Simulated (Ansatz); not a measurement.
Ca₇Si₂, relaxed as a singlet with RKS PBE0-D4/def2-SVP in Ansatz, starting from packed atoms. Force threshold 0.02 eV/Å.

The restricted singlet is unstable towards broken spin symmetry at other levels; at PBE0-D4/def2-SVP this wasn't settled. The structure comes from a short search, and lower isomers may exist.

Start:

| atom | x (Å) | y (Å) | z (Å) |
| --- | --- | --- | --- |
| Ca1 | -2.0354 | 2.1645 | -0.7344 |
| Ca2 | 1.3077 | 1.8663 | 0.4205 |
| Ca3 | 3.5705 | -1.1045 | 0.1055 |
| Ca4 | 0.4556 | -0.9713 | -1.2382 |
| Ca5 | -1.2709 | 0.6743 | 2.3748 |
| Ca6 | -2.9026 | -2.1615 | -0.8780 |
| Ca7 | 0.6298 | 2.4662 | -2.9942 |
| Si8 | 1.0611 | -1.0123 | 1.5613 |
| Si9 | -0.8159 | -1.9217 | 1.3827 |

(1) Estimate the energy that the relaxation releases and the steps that it takes.

(2) Does the start keep its bonding?

(3) Predict the relaxed structure.

Results:

(1) 274.4 kJ/mol, in 29 steps; 3.7 min on 4 threads of Intel Xeon 6975P-C on a shared host. No frequencies were taken in this run, so the end may be a saddle point.

(2) Bonds lost: Ca1–Ca4, Ca2–Ca4 (atoms count from 1). Bonds formed: Ca1–Si8, Ca1–Si9, Ca3–Ca7, Ca6–Ca7, Ca7–Si8 (atoms count from 1). Metal–metal contacts that move far: Ca1–Ca6 4.41 to 3.66 Å.

(3) 
```csv
atom,x (Å),y (Å),z (Å)
Ca1,-2.034,1.617,0.417
Ca2,1.351,2.696,0.910
Ca3,3.374,-0.056,-0.377
Ca4,0.618,-2.636,-0.939
Ca5,-0.387,-0.007,3.090
Ca6,-2.579,-1.141,-1.923
Ca7,0.413,0.903,-2.375
Si8,0.647,-0.098,0.433
Si9,-1.402,-1.278,0.763
```
Bond lengths (bridged metal pairs left out): 12 × Ca–Ca 3.53 to 3.88 Å; 10 × Ca–Si 2.84 to 3.18 Å; 1 × Si–Si 2.39 Å.
